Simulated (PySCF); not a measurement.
A run for PySCF: R-M06-2X/6-31G* on CH6SSi (SMILES CS[SiH3]), a point of a torsion scan.

```python
from pyscf import gto, scf, dft, mp
from pyscf.data.elements import chemcore

mol = gto.M(
    atom='''
    C     1.53709113   -0.09827741    0.11574049
    S     0.31826657    0.71911962   -0.96624453
    Si   -1.53662958    0.12863144   -0.06228198
    H     1.41453540   -1.17521293    0.06128573
    H     2.51641607    0.18162073   -0.25735840
    H     1.41432936    0.25097593    1.13575206
    H    -1.21597340   -0.26987079    1.30307494
    H    -2.07228644   -1.01137904   -0.79822750
    H    -2.39610536    1.29657705   -0.13530584
    ''',
    basis='6-31g*',
    cart=True,
    charge=0, spin=0, verbose=3, max_memory=1800)
mf = dft.RKS(mol, xc='m062x')
mf.conv_tol = 1e-8
mf.max_cycle = 100
mf.kernel()
if not mf.converged:
    mf = mf.newton().run(mf.mo_coeff, mf.mo_occ)
```

The log:

```
converged SCF energy = -729.293877479679
```

The run converged.

Cost: about 12 core-seconds (a rough figure).
